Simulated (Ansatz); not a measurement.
Clusters of 7 atoms, II-VI: PBE-D4/def2-SVP single points in Ansatz on relaxed structures, gas phase. Each cluster is the lowest isomer that a short search found in that spin, judged at the geometry's level, and lower ones may exist. Core potentials for Ba, Hg, Te, no spin–orbit coupling. HOMO and LUMO are taken over both spins. Binding counts from free atoms in the multiplicity of their measured ground term, without zero-point energy. A dash marks a value that wasn't run or was left out as unsound. The structures are stationary points that may keep the symmetry of their start. Remarks come from the PBE and PBE0 runs and from stability tests at other levels; not every state was tested.

```csv
species,atoms,state,geometry,HOMO (eV),LUMO (eV),gap (eV),binding per atom (eV),point group (within 0.1 Å),remarks
Be4O3⁺,7,doublet,PBE0-D4/def2-SVP,-10.22,-8.26,1.96,–,C2v,–
Ba4Te3⁺,7,doublet,PBE0-D4/def2-SVP,-5.94,-5.25,0.69,–,C3v,–
Hg4S3,7,singlet,r2SCAN-D4/def2-SVP,-5.76,-3.51,2.25,1.27,C2v,–
Be4O3,7,singlet,PBE0-D4/def2-SVP,-6.02,-1.74,4.28,4.62,C2v,–
Ca4O3,7,singlet,r2SCAN-D4/def2-SVP,-2.58,-1.54,1.04,4.12,C3v,restricted SCF unstable in HF
Hg3Se4,7,singlet,PBE-D4/def2-SVP,-5.54,-3.23,2.31,1.56,C2,–
```

The gap (eV) runs from 0.69 (Ba4Te3⁺) to 4.28 (Be4O3).
